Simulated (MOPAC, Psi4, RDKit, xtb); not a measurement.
Relaxed torsion scan: C4H7N, SMILES C=C/C=C\N, singlet. Scanned: dihedral C3–C4–N5–H11; all other coordinates were relaxed at GFN2-xTB. Heavy atoms are numbered in the order of the SMILES C=C/C=C\N, hydrogens after them in the order of the atoms that carry them; the mirror image has the same energies with the sign of each dihedral reversed.

- GFN1-xTB // GFN2-xTB (xtb)
- MMFF94 // GFN2-xTB (RDKit)
- PM7, restricted, heats of formation // GFN2-xTB (MOPAC)
- MP2/cc-pVTZ = DF-MP2 (frozen core)/cc-pVTZ // GFN2-xTB in Psi4

Energies relative to the lowest point of each profile, in eV; the last columns give the difference from MP2:

```csv
φ / °,GFN1-xTB,MMFF94,PM7,MP2/cc-pVTZ,GFN1-xTB − MP2/cc-pVTZ,MMFF94 − MP2/cc-pVTZ,PM7 − MP2/cc-pVTZ
-160,0.001,0.005,0.000,0.004,-0.003,0.001,-0.004
-140,0.023,0.007,0.027,0.010,0.013,-0.004,0.016
-120,0.096,0.062,0.093,0.071,0.025,-0.009,0.022
-100,0.202,0.151,0.177,0.168,0.034,-0.017,0.010
-80,0.202,0.229,0.243,0.155,0.047,0.073,0.088
-60,0.105,0.127,0.142,0.086,0.019,0.042,0.056
-40,0.028,0.037,0.053,0.024,0.005,0.014,0.029
-20,0.000,0.000,0.004,0.000,0.000,0.000,0.004
0,0.028,0.040,0.009,0.033,-0.005,0.007,-0.024
20,0.000,0.000,0.004,0.000,0.000,0.000,0.004
40,0.028,0.037,0.053,0.024,0.005,0.014,0.029
60,0.105,0.127,0.142,0.086,0.019,0.042,0.056
80,0.202,0.229,0.243,0.155,0.047,0.073,0.088
100,0.202,0.151,0.177,0.168,0.034,-0.017,0.010
120,0.096,0.062,0.093,0.071,0.025,-0.009,0.022
140,0.023,0.007,0.027,0.011,0.012,-0.004,0.016
160,0.001,0.005,0.000,0.004,-0.003,0.001,-0.004
180,0.025,0.050,0.003,0.043,-0.018,0.007,-0.040
```

GFN1-xTB is furthest from MP2/cc-pVTZ at -80 (0.047 eV, above); its mean absolute difference over the points is 0.017 eV.

MMFF94 is furthest from MP2/cc-pVTZ at -80 (0.073 eV, above); its mean absolute difference over the points is 0.018 eV.

PM7 is furthest from MP2/cc-pVTZ at -80 (0.088 eV, above); its mean absolute difference over the points is 0.029 eV.
